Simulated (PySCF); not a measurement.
Computed beside measured shifts

System: [C12H28B]- (measured compound), SMILES CCC[B-](CCC)(CCC)CCC.

Atom-mapped SMILES (hydrogens are numbered by the atom that bears them): [CH3:1][CH2:2][CH2:3][B-:4]([CH2:5][CH2:6][CH3:7])([CH2:8][CH2:9][CH3:10])[CH2:11][CH2:12][CH3:13]

Level of theory: GIAO KT3/pcSseg-2, gas phase, PySCF SCF with an in-house response code, fitting set def2-universal-JFIT, grid level 2, non-relativistic, geometry: PBE0-D3(BJ)/def2-SVP.

One optimised conformer. Values are averaged over the atoms that symmetry or fast rotation interchanges, on this one geometry and without vibrational averaging. Shifts are the reference shielding less the shielding here, at the same level (11B against isolated BF3·OEt2; 13C, 1H against isolated TMS); nuclei without a reference have shieldings only.

What shifts does this level give for B4, and how do they compare with measurement?


| atom | nucleus | computed / ppm | measured / ppm | computed less measured | measured against | medium of the measurement |
| --- | --- | --- | --- | --- | --- | --- |
| B4 | 11B | -23.6 | -17.8 | -5.8 | BF3.OEt2 | THF-d8 (Li+ or Na+ salt) |

Measured values: B. Wrackmeyer, Z. Naturforsch. B 2015.
